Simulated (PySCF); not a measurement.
Simulation results for AlBGeH3O, CH7B2Ge, BGeH3OSi

All values are calculated (PySCF 2.14.0). Calculation on a computer-drawn molecule: optimised geometry and harmonic frequencies of an isolated molecule of the commonest isotopes, restricted reference for singlets and unrestricted otherwise, frozen core in MP2; on germanium a core potential holds 10 electrons, which the energies leave out, and 3d is frozen in MP2 and coupled-cluster steps.

Common to all runs: basis and core potential on germanium cc-pVDZ-PP ECP10MDF.

```json
{"entry": 1, "formula": "AlBGeH3O", "start_structure": {"atoms_angstrom": [["B", -1.9681, 0.1625, 0.8686], ["Ge", -0.4554, 0.213, 1.9936], ["Al", 1.769, 0.4087, 0.7948], ["O", 3.183, 0.5262, 0.0473], ["H", -2.8753, 0.1712, 0.1176], ["H", -0.3781, 1.3205, 2.9658], ["H", -0.26, -1.0572, 2.7962]]}, "given": {"charge": 1, "multiplicity": 1, "method": "HF", "basis": "cc-pV(D+d)Z", "drawn_bonds_atom": [1, 2, 3, 1, 2, 2], "drawn_bonds_other_atom": [2, 3, 4, 5, 6, 7], "drawn_bonds_order": [1, 1, 2, 1, 1, 1]}, "results": {"optimised_atom_element": ["B", "Ge", "Al", "O", "H", "H", "H"], "optimised_atom_x [angstrom]": [-1.814, -0.2368, 1.874, 2.946, -2.696, -0.6039, -0.4544], "optimised_atom_y [angstrom]": [0.1887, 0.1874, 0.4012, 0.5408, 0.1893, 1.389, -1.152], "optimised_atom_z [angstrom]": [0.7968, 2.209, 0.8702, -0.2611, 0.006634, 3.066, 2.896], "modes_frequency [cm^-1]": [61.45, 113.6, 173.8, 285.3, 346.1, 490.2, 539.7, 606.0, 774.4, 801.0, 916.7, 1213, 2268, 2277, 2900], "modes_reduced_mass [dalton]": [6.041, 7.551, 6.72, 22.57, 1.132, 5.013, 1.056, 1.171, 1.198, 1.246, 1.033, 19.1, 1.015, 1.025, 1.099], "rotational_constants [GHz]": [9.469, 1.567, 1.368], "total_energy [hartree]": -636.2163, "convergence_status_largest_gradient_component [hartree/bohr]": 8.306e-06}}
{"entry": 2, "formula": "CH7B2Ge", "start_structure": {"atoms_angstrom": [["B", -1.2403, -3.037, 0.3398], ["Ge", -2.2499, -1.3535, 0.1836], ["B", -1.0119, -0.1753, -0.781], ["C", 0.3965, -0.1497, -1.3432], ["H", -1.229, -3.7886, -0.5193], ["H", -0.4892, -3.1622, 1.2746], ["H", -2.6957, -0.6595, 1.4509], ["H", -3.5614, -1.3989, -0.5694], ["H", 1.0777, -0.4461, -0.5843], ["H", 0.6926, 0.7128, -1.8331], ["H", 0.4772, -0.9982, -2.1008]]}, "given": {"charge": 0, "multiplicity": 2, "method": "HF", "basis": "cc-pVDZ", "drawn_bonds_atom": [1, 2, 3, 1, 1, 2, 2, 4, 4, 4], "drawn_bonds_other_atom": [2, 3, 4, 5, 6, 7, 8, 9, 10, 11], "drawn_bonds_order": [1, 1, 1, 1, 1, 1, 1, 1, 1, 1]}, "results": {"rotational_constants [GHz]": null, "spin_squared": null, "total_energy [hartree]": null}}
{"entry": 3, "formula": "BGeH3OSi", "start_structure": {"atoms_angstrom": [["O", 1.9225, -0.1102, -1.312], ["B", 1.2092, 0.5246, -0.6054], ["Si", -0.0731, 1.5339, 0.583], ["Ge", -2.3413, 0.5184, 0.3517], ["H", -0.0577, 2.9472, 0.134], ["H", 0.4748, 1.4613, 1.957], ["H", -2.3726, 0.9285, -1.1754]]}, "given": {"charge": 0, "multiplicity": 1, "method": "MP2", "basis": "cc-pV(D+d)Z", "drawn_bonds_atom": [1, 2, 3, 3, 3, 4], "drawn_bonds_other_atom": [2, 3, 4, 5, 6, 7], "drawn_bonds_order": [2, 1, 1, 1, 1, 1]}, "results": {"total_energy [hartree]": null, "rotational_constants [GHz]": null}}
```

## Withheld values
1. Estimate the rotational constants of CH7B2Ge (entry 2).
2. Estimate the spin squared of CH7B2Ge (entry 2).
3. Estimate the total energy of CH7B2Ge (entry 2).
4. Give the missing total energy for BGeH3OSi (entry 3).
5. BGeH3OSi (entry 3): rotational constants?

## Answers
1. 7.63, 2.622, 2.066 GHz
2. 0.7633
3. -384.5909 hartree
4. -684.0662 hartree
5. 6.75, 1.43, 1.21 GHz

Further results for CH7B2Ge (entry 2):

```
convergence status largest gradient component : 6.874e-06 hartree/bohr
```

Optimised structure:
```xyz
11
CH7B2Ge
B     -1.3258    -3.1996     0.4417
Ge    -2.2511    -1.3610     0.1096
B     -1.0781    -0.1009    -1.0775
C      0.4535    -0.0362    -1.3897
H     -1.5224    -4.1348    -0.2838
H     -0.5238    -3.3297     1.3246
H     -2.4500    -0.5974     1.4334
H     -3.6373    -1.5240    -0.5322
H      1.0876    -0.3471    -0.5528
H      0.7912     0.9364    -1.7551
H      0.6228    -0.7619    -2.2004
```

Modes:
```csv
frequency (cm⁻¹),reduced mass (dalton)
37.94,1.918
92.73,1.867
113.7,1.275
134.5,1.359
227.1,3.182
400,1.117
476.9,4.893
555.3,3.135
578.5,1.243
688,1.224
714.8,1.132
806.9,1.171
934.3,1.123
948,1.362
982.7,1.241
1093,3.661
1254,1.141
1424,1.337
1519,1.046
1559,1.066
2168,1.022
2195,1.018
2673,1.052
2758,1.127
3128,1.046
3199,1.088
3242,1.1
```

Further results for BGeH3OSi (entry 3):

```
convergence status largest gradient component : 5.98e-06 hartree/bohr
```

Optimised structure:
```xyz
7
BGeH3OSi
O      1.8602    -0.1606    -1.3167
B      1.1616     0.5235    -0.5825
Si    -0.0838     1.5603     0.5948
Ge    -2.2461     0.3727     0.2968
H     -0.0689     2.9676     0.1195
H      0.4737     1.5081     1.9694
H     -2.3349     1.0321    -1.1484
```

Modes:
```csv
frequency (cm⁻¹),reduced mass (dalton)
45.87,12.97
157.4,1.103
280.3,3.943
289.9,8.455
363.1,5.312
398.4,1.093
513.4,9.586
626.1,1.265
679.2,1.199
745.1,1.116
960.7,1.05
1907,12.38
1976,1.021
2264,1.032
2279,1.05
```
